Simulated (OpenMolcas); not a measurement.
## Nd2+: moving or changing the point charges

Nd2+ among 6 point charges of -1 e arranged as an octahedron (Oh), 2.67 Å from the ion.

```
Program             : OpenMolcas 26.06
Method              : CASSCF
Basis               : ANO-RCC-VDZP [7s6p4d2f1g]
Scalar Hamiltonian  : DKH2, point nucleus
Active space        : 4 electrons in 7 orbitals (4f)
State averaging     : 2S+1 = 5 even, 35 roots (32 in the spin-orbit step); 2S+1 = 3 even, 126 roots kept (CI in the orbitals of an earlier block, 106 in the spin-orbit step); 2S+1 = 1 even, 96 roots kept (CI in the orbitals of an earlier block, 31 in the spin-orbit step)
Spin-orbit coupling : RASSI with atomic mean-field integrals over the reference wave functions
```

Runs around this geometry, states (labels of O, the rotations of Oh). Energies in cm-1 above the lowest state or level, χT in cm3 K/mol.

| R (Å) | Ground state | First state of that spin | First gap with spin-orbit (degeneracies) | Width of lowest J | χT at 300 K |
| --- | --- | --- | --- | --- | --- |
| 2.67 | 5A1 | 5T1 26.9 | 103.2 (3, 2) | 157 | 1.027 |
| 2.88 | 5A1 | 5T1 18.9 | 73.7 (3, 2) | 111 | 1.033 |
| 3.16 | 5A1 | 5T1 12.3 | 48.9 (3, 2) | 73 | 1.036 |

Taking the width of the lowest J multiplet as R^-n, n = -ln(73 / 157) / ln(3.16 / 2.67) = 4.5 between the shortest and longest distance.

High states are left out of the spin-orbit mixing, which shifts the levels that they would mix with. Point charges carry no covalency, so the field is a model and not that of real ligands. A group larger than the point group allows holds several states that coincide in this model. No measured value stands beside these numbers.
